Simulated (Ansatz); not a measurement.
`c1ccc2sccc2c1`, relaxed with RKS PBE0-D4/def2-TZVP in Ansatz 0.2.0 from a PBE-D4/def2-SVP geometry. The force threshold is 0.005 eV/Å; the program also tests the step.

Charge 0, multiplicity 1.

Start:

```xyz
15

C     1.594    0.134    1.318
C     0.658    1.081    1.794
C    -0.565    1.272    1.143
C    -0.839    0.499    0.001
S    -2.285    0.548   -0.987
C    -1.654   -0.691   -2.041
C    -0.407   -1.130   -1.674
C     0.092   -0.463   -0.498
C     1.321   -0.634    0.184
H     2.549    0.002    1.849
H     0.893    1.676    2.690
H    -1.293    2.009    1.514
H    -2.263   -1.026   -2.890
H     0.149   -1.906   -2.217
H     2.051   -1.370   -0.185
```

```
step  energy (eV)  largest force (eV/Å)  largest move (Å)
   1  -19219.0682                 0.801             0.000
   2  -19219.1634                 0.398             0.036
   3  -19219.1727                 0.103             0.014
   4  -19219.1730                 0.045             0.005
   5  -19219.1731                 0.011             0.003
   6  -19219.1731                 0.004             0.001
```

End:

```xyz
15

C     1.575    0.131    1.301
C     0.649    1.069    1.774
C    -0.557    1.258    1.131
C    -0.830    0.493    0.001
S    -2.254    0.539   -0.975
C    -1.634   -0.684   -2.017
C    -0.405   -1.117   -1.656
C     0.090   -0.455   -0.490
C     1.305   -0.625    0.182
H     2.515    0.002    1.824
H     0.881    1.654    2.656
H    -1.273    1.984    1.497
H    -2.230   -1.016   -2.854
H     0.141   -1.882   -2.193
H     2.025   -1.351   -0.180
```

Run time 20 s (2 threads of an AMD EPYC 7R13 on a shared host and a share of an NVIDIA H100 80 GB); peak host memory 0.96 GiB.
